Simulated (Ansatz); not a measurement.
Frontier orbitals of ClH$_{9}$Si$_{3}$Sn, SMILES `[SiH3][Sn]([SiH3])([SiH3])[Cl]`.

Z-matrix (Å, degrees):
```
Si
Sn 1 2.568
H 1 1.485 2 109.6
H 1 1.485 2 109.5 3 -120.6
H 1 1.488 2 109.2 3 119.7
Si 2 2.568 1 114.6 3 172.5
Si 2 2.568 1 114.7 3 -51.9
Cl 2 2.368 1 103.6 3 60.3
H 6 1.485 2 109.6 1 -51.9
H 6 1.485 2 109.6 1 -172.5
H 6 1.488 2 109.2 1 67.8
H 7 1.488 2 109.2 1 -68.5
H 7 1.485 2 109.5 1 171.8
H 7 1.485 2 109.6 1 51.2
```

Total charge 0; spin multiplicity 1. Correlated methods include outer-core shells of Sn, which these sets cover unevenly. Sn takes the def2 core potential. The geometry is a stationary point of PBE0-D4/def2-TZVP. Basis def2-TZVPP, the Gaussian-basis code of Ansatz.

```json
{"functional": "PBE", "HOMO (eV)": "-6.53", "LUMO (eV)": "-2.12", "gap (eV)": "4.41"}
{"functional": "PBE0", "HOMO (eV)": "-7.59", "LUMO (eV)": "-1.36", "gap (eV)": "6.23"}
{"functional": "B3LYP", "HOMO (eV)": "-7.37", "LUMO (eV)": "-1.52", "gap (eV)": "5.85"}
{"functional": "r2SCANh", "HOMO (eV)": "-7.17", "LUMO (eV)": "-1.68", "gap (eV)": "5.49"}
{"functional": "r2SCAN0", "HOMO (eV)": "-7.74", "LUMO (eV)": "-1.28", "gap (eV)": "6.46"}
{"functional": "ωB97M-V", "HOMO (eV)": "-9.52", "LUMO (eV)": "0.39", "gap (eV)": "9.91"}
```

Against PBE, PBE0 changes HOMO and LUMO by −1.06 and +0.76 eV, ωB97M-V by −2.99 and +2.51 eV. A gap of 4.41 eV thus becomes 9.90 eV for the same molecule, so an orbital gap means little without its functional. A positive LUMO is unbound and depends on the basis.

B3LYP here is the variant with VWN-RPA as its local correlation; programs differ in this.
